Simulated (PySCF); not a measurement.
dimethoxyethane (C₄H₁₀O₂), singlet, at a GFN2-xTB geometry; BLYP/STO-3G in PySCF.

The PySCF input:
```python
from pyscf import gto, scf, dft

mol = gto.Mole()
mol.atom = '''
    C     2.723918    0.618494   -0.048285
    O     1.467993    0.225281    0.437443
    C     0.731716   -0.532983   -0.491397
    C    -0.663293   -0.785087    0.068050
    O    -1.495180    0.298432   -0.269233
    C    -2.767254    0.216302    0.316410
    H     3.344899   -0.251953   -0.298347
    H     3.201048    1.187584    0.746764
    H     2.627283    1.248033   -0.941650
    H     1.240649   -1.491730   -0.681294
    H     0.636639    0.009139   -1.443045
    H    -1.074006   -1.718376   -0.349750
    H    -0.590880   -0.890623    1.159924
    H    -3.295946   -0.691060   -0.004537
    H    -2.703255    0.215449    1.411701
    H    -3.319462    1.093477   -0.014117
'''
mol.basis = 'sto-3g'
mol.charge = 0
mol.spin = 0
mol.verbose = 4
mol.build()

mf = dft.RKS(mol)
mf.xc = 'blyp'
mf.kernel()
mf.analyze()
```

Question: Predict the main parts of the log of this PySCF run.

Answer: 
```
PySCF version 2.14.0

[INPUT] verbose = 4
[INPUT] num. atoms = 16
[INPUT] num. electrons = 50
[INPUT] charge = 0
[INPUT] spin (= nelec alpha-beta = 2S) = 0
[INPUT] symmetry False subgroup None
[INPUT] Mole.unit = angstrom
[INPUT] Symbol           X                Y                Z      unit          X                Y                Z       unit  Magmom
[...]
nuclear repulsion = 256.162432903971
number of shells = 28
number of NR pGTOs = 120
number of NR cGTOs = 40
basis = sto-3g
ecp = {}

******** <class 'pyscf.dft.rks.RKS'> ********
method = RKS
initial guess = minao
damping factor = 0
level_shift factor = 0
DIIS = <class 'pyscf.scf.diis.CDIIS'>
diis_start_cycle = 1
diis_space = 8
diis_damp = 0
SCF conv_tol = 1e-09
SCF conv_tol_grad = None
SCF max_cycles = 50
direct_scf = True
direct_scf_tol = 1e-13
XC library pyscf.dft.libxc version 7.1.2
    S. Lehtola, C. Steigemann, M. J. T. Oliveira, and M. A. L. Marques,  SoftwareX 7, 1–5 (2018)
XC functionals = blyp
    A. D. Becke,  Phys. Rev. A 38, 3098 (1988)
    C. Lee, W. Yang, and R. G. Parr,  Phys. Rev. B 37, 785 (1988)
    B. Miehlich, A. Savin, H. Stoll, and H. Preuss,  Chem. Phys. Lett. 157, 200 (1989)
radial grids:
    Treutler-Ahlrichs [JCP 102, 346 (1995); DOI:10.1063/1.469408] (M4) radial grids

becke partition: Becke, JCP 88, 2547 (1988); DOI:10.1063/1.454033
pruning grids: <function nwchem_prune>
grids dens level: 3
symmetrized grids: False
atomic radii adjust function: <function treutler_atomic_radii_adjust>
small_rho_cutoff = 0
Set gradient conv threshold to 3.16228e-05
Initial guess from minao.
tot grids = 182720
init E= -305.24151153426
[...]
cycle= 1 E= -304.577785223303  delta_E= 0.664  |g|= 0.578  |ddm|= 4.81
[...]
cycle= 2 E= -304.414112741471  delta_E= 0.164  |g|= 0.976  |ddm|= 2.23
[...]
cycle= 3 E= -304.690086918948  delta_E= -0.276  |g|= 0.0308  |ddm|= 1.35
[...]
cycle= 4 E= -304.690311628263  delta_E= -0.000225  |g|= 0.019  |ddm|= 0.0737
[...]
cycle= 5 E= -304.690428343498  delta_E= -0.000117  |g|= 0.00107  |ddm|= 0.0276
[...]
cycle= 6 E= -304.690428778173  delta_E= -4.35e-07  |g|= 0.000274  |ddm|= 0.00205
[...]
cycle= 7 E= -304.690428800955  delta_E= -2.28e-08  |g|= 5.95e-05  |ddm|= 0.00042
[...]
cycle= 8 E= -304.690428802172  delta_E= -1.22e-09  |g|= 6.15e-06  |ddm|= 9.6e-05
[...]
cycle= 9 E= -304.690428802185  delta_E= -1.36e-11  |g|= 4.21e-07  |ddm|= 1.17e-05
[...]
Extra cycle  E= -304.690428802187  delta_E= -1.48e-12  |g|= 3.11e-07  |ddm|= 1.39e-06
converged SCF energy = -304.690428802187
**** SCF Summaries ****
Total Energy =                        -304.690428802186773
Nuclear Repulsion Energy =             256.162432903970796
One-electron Energy =                 -923.713315035731625
Two-electron Energy =                  362.860453329574057
Two-electron Coulomb Energy =          405.403446853486571
DFT Exchange-Correlation Energy =      -42.542993523912529
HOMO-LUMO gap [eV] =                     8.883945475178813
**** MO energy ****
[...]
 ** Mulliken pop on meta-lowdin orthogonal AOs  **
 ** Mulliken pop  **
[...]
 ** Mulliken atomic charges  **
charge of    0C =     -0.05421
charge of    1O =     -0.13253
charge of    2C =      0.00097
charge of    3C =      0.00097
charge of    4O =     -0.13253
charge of    5C =     -0.05421
charge of    6H =      0.03195
charge of    7H =      0.05212
charge of    8H =      0.03415
charge of    9H =      0.02969
charge of   10H =      0.03786
charge of   11H =      0.02969
charge of   12H =      0.03787
charge of   13H =      0.03195
charge of   14H =      0.03416
charge of   15H =      0.05212
Dipole moment(X, Y, Z, Debye):  0.04825, -0.92946, -0.29851
```
